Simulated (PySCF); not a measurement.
**Polarisability and C₆ of Nb (niobium, neutral)**

[Kr] 4d4 5s1, high-spin 6D determinant. Computed with PySCF 2.14 in x2c-TZVPPall with one added diffuse shell each of s, p, d, f type (9s7p7d3f1g, 95 functions), with the spin-free X2C one-electron Hamiltonian (Gaussian nucleus). Coupled (time-dependent) response in atomic units; α is the mean over directions.

```csv
method,mean α (bohr³),"α xx, yy, zz",C₆ (like pair),S(−4)
UHF,130.5,"130.0, 130.0, 131.7",1585,11140
PBE,91.68,"89.48, 89.48, 96.09",1023,5155
PBE0,96.28,"94.70, 94.70, 99.43",1085,5567
```

S(−4) is the Cauchy moment in α(ω) = α(0) + S(−4) ω² + …

Reference α: 98 ± 8 bohr³ (recommended; Schwerdtfeger and Nagle, table of static dipole polarizabilities (2023 update)). Published C₆: 1140 (Gould and Bucko (2016)).

Spin-orbit coupling is absent.

Hartree-Fock lies above the reference because it lacks correlation, which contracts the outer shell.

α(iu) at UHF:

| u (hartree) | α(iu) (bohr³) |
| --- | --- |
| 0 | 130.5 |
| 0.0500 | 108.2 |
| 0.100 | 73.96 |
| 0.200 | 37.47 |
| 0.300 | 23.60 |
| 0.500 | 13.04 |
| 0.750 | 8.069 |
| 1.00 | 5.663 |
| 1.50 | 3.307 |
| 2.00 | 2.175 |
| 3.00 | 1.140 |
| 5.00 | 0.4714 |

A single London oscillator, α(iu) = α/(1 + u²/ω²), gives C₆ = (3/4) ω α². Matching the computed C₆ needs ω = 4 × 1585 / (3 × 130.5²) = 0.124 hartree.

The components differ because the open shell of this determinant is not spherical; for a pure term their mean is the scalar polarisability.
